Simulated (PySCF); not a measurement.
Sn(H)3(SMe) (CH6SSn), SMILES C[S][SnH3]. Atoms are numbered in the order given.

```xyz
9

Sn     0.0598     0.8293     0.0000
S     -0.7616    -1.4678     0.0000
C      0.8390    -2.3737     0.0000
H     -1.3322     1.8308     0.0000
H      1.0200     1.0919     1.4053
H      1.0200     1.0919    -1.4053
H      1.4328    -2.1534    -0.8992
H      0.5897    -3.4443     0.0000
H      1.4328    -2.1534     0.8992
```
Charge 0, spin multiplicity 1.

Geometry: B3LYP-D3(BJ)/def2-SVP. The def2 effective core potentials stand for the cores of Sn; spin–orbit coupling is left out.

Method: PySCF with M06-2X/def2-TZVPD.

Symmetry labels are those of the subgroup Cs that the program uses (full group Cs).

### Question
List the valence orbital energies around the gap with their symmetry. (Estimate from the structure and the level; the computed values follow.)

### Answer

```json
[
 {"orbital": "HOMO−7", "symmetry": "A'", "energy (eV)": "-15.49"},
 {"orbital": "HOMO−6", "symmetry": "A\"", "energy (eV)": "-13.44"},
 {"orbital": "HOMO−5", "symmetry": "A'", "energy (eV)": "-13.41"},
 {"orbital": "HOMO−4", "symmetry": "A'", "energy (eV)": "-11.44"},
 {"orbital": "HOMO−3", "symmetry": "A\"", "energy (eV)": "-10.50"},
 {"orbital": "HOMO−2", "symmetry": "A'", "energy (eV)": "-10.36"},
 {"orbital": "HOMO−1", "symmetry": "A'", "energy (eV)": "-9.14"},
 {"orbital": "HOMO", "symmetry": "A\"", "energy (eV)": "-7.88"},
 {"orbital": "LUMO", "symmetry": "A'", "energy (eV)": "-0.05"},
 {"orbital": "LUMO+1", "symmetry": "A'", "energy (eV)": "0.09"},
 {"orbital": "LUMO+2", "symmetry": "A'", "energy (eV)": "0.46"},
 {"orbital": "LUMO+3", "symmetry": "A'", "energy (eV)": "0.88"}
]
```
